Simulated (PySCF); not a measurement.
All of these have the formula C3H14OSi3. Level of theory: PySCF 2.14.0, density-fitted response routines, TDDFT B3LYP/def2-SVPD, vertical, gas phase, core orbitals frozen in the response. Geometries: PBE0-D3(BJ)/def2-SVP; one conformer of each isolated species. Triplets are in the Tamm–Dancoff approximation.

Problem. Rank by computed lowest triplet energy, lowest first.
A. `CC[Si@H](O)C([SiH3])[SiH3]`
B. `CC[Si@@H](C)O[SiH2][SiH3]`
C. `CC(C)O[SiH2][SiH2][SiH3]`
D. `CC(C)O[SiH]([SiH3])[SiH3]`

Solution. D (5.12 eV), C (5.47 eV), B (5.70 eV), A (6.55 eV).

```tsv
SMILES	T1 (eV)	f (S1)	LUMO (eV)	gap (eV)	S1 (eV)	first f ≥ 0.01 (nm)	S1 mainly
CC(C)O[SiH]([SiH3])[SiH3]	5.12	0.023	-0.62	6.64	5.67	219	H→L (94%)
CC(C)O[SiH2][SiH2][SiH3]	5.47	0.091	-0.55	6.97	6.12	203	H→L (88%)
CC[Si@@H](C)O[SiH2][SiH3]	5.70	0.005	-0.37	7.23	6.22	176	H→L (96%)
CC[Si@H](O)C([SiH3])[SiH3]	6.55	0.003	-0.29	7.65	6.77	174	H→L (69%)
```

H and L stand for HOMO and LUMO.
